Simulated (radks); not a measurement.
Values are calculated unless marked as measured or tabulated.
All-electron atom: Tb+ in [Kr] 4d10 4f9 5s1.75 5p6 6s1 5f0.25 (fractional occupations, a model configuration). Code: a radial shooting solver on a logarithmic mesh with Libxc functionals. Model: scalar-relativistic Kohn-Sham, B86b exchange with PBE correlation, spin-polarised, spherical densities, point nucleus; open shells are filled with parallel spins first (spin-orbit coupling, left out, can overturn this in heavy ions).

X-ray form factor f0, the Fourier transform of the density (f0(0) = 64):

sin(theta)/lambda (1/angstrom)  f0 (electrons)
0.05                                    62.834
0.1                                     60.424
0.15                                    57.289
0.2                                     53.879
0.25                                    50.436
0.3                                     47.116
0.4                                     41.189
0.5                                     36.300
0.6                                     32.232
0.8                                     25.835
1                                       21.328
1.25                                    17.740
1.5                                     15.425
2                                       11.840
